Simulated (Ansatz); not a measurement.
**From C to Sn: the HOMO–LUMO gap**

One atom is swapped for its congeners: C3H6Cl2 (2,2-dichloropropane) `CC(C)(Cl)Cl`; Si(CH3)2Cl2 (dichlorodimethylsilane); Sn(CH3)2Cl2 (dimethyltin dichloride). The Ge member is missing. All are singlets with charge 0.

Shapes, held fixed at every level: PBE0-D4/def2-TZVP. Programs: Ansatz 0.2.0. Values in eV.

```tsv
level	C3H6Cl2	Si(CH3)2Cl2	Sn(CH3)2Cl2
SPW92/def2-TZVPP	5.95	7.14	5.15
B3LYP-D4/def2-TZVPP	8.02	9.01	6.96
BHLYP-D4/def2-TZVPP	11.05	11.41	9.62
PBE0-D4/def2-TZVPP	8.57	9.57	7.52
wB97M-V/def2-TZVPP	13.05	13.21	11.62
wB97X-V/def2-TZVPP	13.36	13.81	11.97
```

At wB97X-V/def2-TZVPP the HOMO–LUMO gap isn't monotonic: it is largest for Si and smallest for Sn (13.81 and 11.97 eV). Every level shows the same order. For atoms past krypton def2 sets carry core potentials with scalar relativity. Orbital gaps aren't excitation energies, and the LUMO depends on the basis.
